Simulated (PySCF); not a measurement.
All of these have the formula C7H8FNSi. Method used: PySCF 2.14.0, density-fitted response routines, TDDFT CAM-B3LYP/def2-SVPD, vertical, gas phase, core orbitals frozen in the response. Geometries: PBE0-D3(BJ)/def2-SVP; one conformer of each isolated species. Triplets are in the Tamm–Dancoff approximation.

Question: Rank by computed LUMO energy, highest first.
A. `C=N[SiH2]c1cccc(F)c1`
B. `C#C[Si@H](C)n1cccc1F`
C. `FCC#C[SiH2]n1cccc1`
D. `C(c1c(F)n(cc1)[SiH3])#CC`
E. `Fc1cccc(/C=N\[SiH3])c1`

Answer: D (0.95 eV), B (0.70 eV), C (0.16 eV), A (-0.03 eV), E (-0.99 eV).

| SMILES | LUMO (eV) | first f ≥ 0.01 (nm) | T1 (eV) | gap (eV) | HOMO (eV) | α (au) | S1 mainly |
| --- | --- | --- | --- | --- | --- | --- | --- |
| CC#Cc1ccn([SiH3])c1F | 0.95 | 222 | 3.83 | 8.13 | -7.18 | 121.2 | H→L (77%) |
| C#C[Si@H](C)n1cccc1F | 0.70 | 200 | 4.16 | 8.10 | -7.40 | 109.0 | H→L (84%) |
| FCC#C[SiH2]n1cccc1 | 0.16 | 200 | 4.12 | 7.71 | -7.55 | 113.8 | H→L (76%) |
| C=N[SiH2]c1cccc(F)c1 | -0.03 | 236 | 3.47 | 8.44 | -8.47 | 115.1 | H-1→L (61%) |
| Fc1cccc(/C=N\[SiH3])c1 | -0.99 | 254 | 2.97 | 7.36 | -8.34 | 118.7 | H→L (89%) |

H and L stand for HOMO and LUMO.

- `CC#Cc1ccn([SiH3])c1F`: Löwdin shares by element: HOMO carbon 64% or more (atoms not listed hold the other 36%); LUMO silicon 38%, hydrogen 30% or more (atoms not listed hold the other 32%).
- `C#C[Si@H](C)n1cccc1F`: Löwdin shares by element: HOMO carbon 79% or more (atoms not listed hold the other 21%); LUMO carbon 54% or more, silicon 18%, hydrogen 6% or more (atoms not listed hold the other 22%).
- `FCC#C[SiH2]n1cccc1`: Löwdin shares by element: HOMO carbon 84% or more (atoms not listed hold the other 16%); LUMO carbon 59% or more, silicon 16% (atoms not listed hold the other 25%).
- `C=N[SiH2]c1cccc(F)c1`: Löwdin shares by element: HOMO carbon 64% or more (atoms not listed hold the other 36%); LUMO carbon 40% or more, nitrogen 18% (atoms not listed hold the other 42%).
- `Fc1cccc(/C=N\[SiH3])c1`: Löwdin shares by element: HOMO nitrogen 55%, carbon 19% or more, silicon 10% (atoms not listed hold the other 16%); LUMO carbon 42% or more, nitrogen 19% (atoms not listed hold the other 39%).
